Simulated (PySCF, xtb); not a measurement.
AlFHI, SMILES [F][AlH][I].

GFN2-xTB run with xtb 6.7.1 at its own geometry gives an orbital gap of 4.74 eV and a dipole moment of 2.91 D.

Coordinates come from a B3LYP-D3(BJ)/def2-TZVP optimisation. The def2 effective core potentials stand for the cores of I; spin–orbit coupling is left out.

### Question
What does HF/def2-TZVPD (PySCF) give? (The exact figures need the calculation; the answer reports its results.)

### Answer
gap 11.55 eV (levels -10.58 and 0.97 eV), dipole 1.29 D.
